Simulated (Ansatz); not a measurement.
Compare A (`CC1OC[SiH2]1`) with its isomer B (`CC1(O)C[SiH2]1`).

Program: Ansatz. Geometries: PBE0-D4/def2-TZVP. ΔE: electronic, gas phase. CCSD(T)/CBS adds triple-zeta CCSD(T) − MP2 to the extrapolated MP2 energy (def2 sets, frozen cores). DFT in def2-TZVPP. B3LYP here is the variant with VWN-RPA as its local correlation; programs differ in this. One conformer a species, not always the lowest.

A:

```xyz
13

C    -1.544   -0.409    0.926
C    -0.139    0.071    0.675
O     0.724   -1.028    0.283
C     1.561   -0.463   -0.746
Si    0.363    0.989   -0.910
H    -2.175    0.421    1.253
H    -1.983   -0.843    0.026
H    -1.554   -1.171    1.711
H     0.265    0.542    1.583
H     1.676   -1.168   -1.572
H     2.556   -0.212   -0.357
H     0.869    2.389   -0.847
H    -0.619    0.882   -2.025
```

B:

```xyz
13

C    -0.267   -1.279   -0.790
C     0.362   -0.110   -0.084
O     1.767   -0.088   -0.155
C    -0.219    1.269   -0.387
Si   -0.475    0.737    1.373
H     0.057   -2.227   -0.352
H     0.017   -1.274   -1.849
H    -1.357   -1.242   -0.725
H     2.105   -0.801    0.393
H    -1.052    1.302   -1.083
H     0.531    2.033   -0.569
H     0.359    1.362    2.420
H    -1.827    0.319    1.809
```

Problem. Which isomer does CCSD(T)/CBS put lower? Give the gap. (Best estimate.)

Solution. Computed: A, by 1.3 kcal/mol.

Problem. Give E(B) − E(A) in kcal/mol with CCSD/def2-TZVPP, PBE0-D4, r2SCAN-D4, CCSD(T)/def2-TZVPP, B3LYP-D4, HF/def2-TZVPP, PBE-D4. (An estimate is asked.)

Solution. The calculation gave: CCSD/def2-TZVPP 2.3, PBE0-D4 1.0, r2SCAN-D4 0.1, CCSD(T)/def2-TZVPP 1.7, B3LYP-D4 2.4, HF/def2-TZVPP 5.7, PBE-D4 0.5. None reverses the order clearly.

Largest T1 diagnostic: 0.012.

In def2-TZVPP, CCSD(T) changes the Hartree–Fock value by −4.0 kcal/mol (the triples alone add −0.6 kcal/mol) and MP2 by −5.5 kcal/mol.
